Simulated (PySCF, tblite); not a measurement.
Isomers of C7H14O2Si, one GFN2-xTB conformer each. Single-point energies are computed at PBE0/pcSseg-1 (PySCF, gas phase, no added dispersion term), electronic only.

```json
{"SMILES": "C=C(C)[C@@]1(CC)CO[SiH2]O1", "GFN2-xTB relative energy (kJ/mol)": "41.0"}
{"SMILES": "C=C(O[SiH2]O)C1CCCC1", "GFN2-xTB relative energy (kJ/mol)": "0.0"}
```

Conformers: `[CH2:1]=[C:2]([CH3:3])[C@@:4]1([CH2:5][CH3:6])[CH2:7][O:8][SiH2:9][O:10]1` with C1–C2–C4–C5 -76°, C2–C4–C5–C6 -177°, C2–C4–C7–O8 136°, C4–C7–O8–Si9 -16°, C7–O8–Si9–O10 9°, O8–Si9–O10–C4 1°; `[CH2:1]=[C:2]([O:3][SiH2:4][OH:5])[CH:6]1[CH2:7][CH2:8][CH2:9][CH2:10]1` with C1–C2–O3–Si4 -9°, C2–O3–Si4–O5 -179°, O3–Si4–O5–H 34°, C1–C2–C6–C7 87°, C2–C6–C7–C8 -133°, C6–C7–C8–C9 31°, C7–C8–C9–C10 -42°, C8–C9–C10–C6 36°.

Task: What does PBE0/pcSseg-1 give for the same structures?

Result: 
| SMILES | PBE0/pcSseg-1 E (Eh) | PBE0/pcSseg-1 (kJ/mol) | GFN2-xTB (kJ/mol) | point group |
| --- | --- | --- | --- | --- |
| C=C(O[SiH2]O)C1CCCC1 | -714.49132 | 0.0 | 0.0 | C1 |
| C=C(C)[C@@]1(CC)CO[SiH2]O1 | -714.47420 | 45.0 | 41.0 | C1 |

Both levels put the same isomer lowest. As drawn, the lower has an O–H bond, which the higher lacks.

Task: Which frontier levels, dipoles and rotational constants go with these structures?

Result: 
```
                    SMILES  HOMO (eV, PBE0/pcSseg-1)  LUMO (eV)  dipole (D)       A, B, C (MHz)
      C=C(O[SiH2]O)C1CCCC1                     -6.77       0.71        1.84  2916, 522.1, 486.1
C=C(C)[C@@]1(CC)CO[SiH2]O1                     -7.16       0.31        0.69  1577, 994.4, 859.1
```

Task: What happens when harmonic zero-point energies from GFN2-xTB frequencies are added?

Result: 
```tsv
SMILES	ZPE (kJ/mol)	electronic (kJ/mol)	with ZPE (kJ/mol)
C=C(O[SiH2]O)C1CCCC1	515.3	0.0	0.0
C=C(C)[C@@]1(CC)CO[SiH2]O1	513.6	45.0	43.3
```

The zero-point energies span 1.7 kJ/mol. The order is unchanged.
